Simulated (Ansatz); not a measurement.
C5H13GaO (`CCO[C](C)(C)[GaH2]`) at its PBE0-D4/def2-TZVP geometry, where that method's forces vanish. Total charge 0; spin multiplicity 1.

| atom | x (Å) | y (Å) | z (Å) |
| --- | --- | --- | --- |
| C1 | -0.182 | 2.324 | 1.644 |
| C2 | -0.330 | 0.882 | 1.230 |
| O3 | -0.137 | 0.787 | -0.153 |
| C4 | 0.027 | -0.535 | -0.654 |
| C5 | -1.232 | -1.366 | -0.469 |
| C6 | 0.323 | -0.363 | -2.136 |
| Ga7 | 1.675 | -1.400 | 0.130 |
| H8 | -0.914 | 2.944 | 1.124 |
| H9 | 0.816 | 2.692 | 1.400 |
| H10 | -0.341 | 2.431 | 2.719 |
| H11 | 0.419 | 0.259 | 1.758 |
| H12 | -1.319 | 0.501 | 1.520 |
| H13 | -2.087 | -0.862 | -0.937 |
| H14 | -1.477 | -1.540 | 0.581 |
| H15 | -1.114 | -2.345 | -0.939 |
| H16 | 0.495 | -1.327 | -2.622 |
| H17 | 1.195 | 0.276 | -2.299 |
| H18 | -0.530 | 0.115 | -2.633 |
| H19 | 2.858 | -0.505 | 0.663 |
| H20 | 1.855 | -2.967 | 0.075 |

(1) For each bond, give half the difference of the two atoms' forces along it (eV/Å; positive pushes the atoms apart) under PBE-D4, r2SCAN-D4, B3LYP-D4, ωB97M-V in def2-TZVPP. (Estimate.)

Answers

(1) Ansatz gave: 
```
   bond  length (Å)  PBE-D4  r2SCAN-D4  B3LYP-D4  ωB97M-V
  C1–C2       1.507   -0.04       0.05      0.11     0.16
  C1–H8       1.092    0.11      -0.03     -0.06    -0.08
 C1–H10       1.092    0.09      -0.03     -0.06    -0.08
  C2–O3       1.400    0.30       0.25      0.22     0.19
 C2–H11       1.108    0.11      -0.03     -0.12    -0.13
 C2–H12       1.099    0.07      -0.08     -0.13    -0.14
  O3–C4       1.423    0.24       0.24      0.16     0.18
  C4–C5       1.520   -0.05       0.04      0.10     0.12
 C4–Ga7       2.019    0.05      -0.04      0.08    -0.13
 C5–H15       1.092    0.08      -0.04     -0.08    -0.06
 C6–H17       1.093    0.08      -0.04     -0.07    -0.06
 C6–H18       1.097    0.14       0.00     -0.07    -0.10
Ga7–H19       1.575    0.03      -0.08     -0.06    -0.09
Ga7–H20       1.578    0.02      -0.07     -0.05    -0.08
```

B3LYP here is the variant with VWN-RPA as its local correlation; programs differ in this.
